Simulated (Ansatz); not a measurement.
System: CH4ClSi, charge 0, doublet. CH4ClSi (SMILES [CH2][SiH2]Cl, doublet).
B3LYP-D3(BJ)/def2-TZVP minimum from Ansatz (a program for electronic structure):
```
Si
H 1 1.4760
H 1 1.4760 2 110.98
C 1 1.8332 2 111.06 3 -124.06
H 4 1.0839 1 122.43 2 -30.27
H 4 1.0839 5 114.99 1 175.76
Cl 1 2.0809 2 106.82 3 116.08
```
Charge 0, spin multiplicity 2.

Total energies in cc-pV(D+d)Z, 19 correlated electrons, 11 frozen orbitals. Radicals and triplets start from unrestricted determinants; spin-orbit coupling is neglected. Cores are frozen in correlated methods. No relativity.

```json
[
 {"method": "HF", "program": "Ansatz", "energy (Eh)": "-788.65510", "minus CCSDT(Q) (mEh)": "409.76"},
 {"method": "MP2", "program": "Ansatz", "energy (Eh)": "-789.00504", "minus CCSDT(Q) (mEh)": "59.82"},
 {"method": "CCSD", "program": "Ansatz", "energy (Eh)": "-789.05385", "minus CCSDT(Q) (mEh)": "11.01"},
 {"method": "CCSD(T)", "program": "Ansatz", "energy (Eh)": "-789.06310", "minus CCSDT(Q) (mEh)": "1.76"},
 {"method": "CCSDT(Q)", "program": "Ansatz", "energy (Eh)": "-789.06486", "minus CCSDT(Q) (mEh)": "0.00"}
]
```

Rough core times of Ansatz's runs on a shared machine: CCSD(T) under 20 s, CCSDT(Q) 10 min.
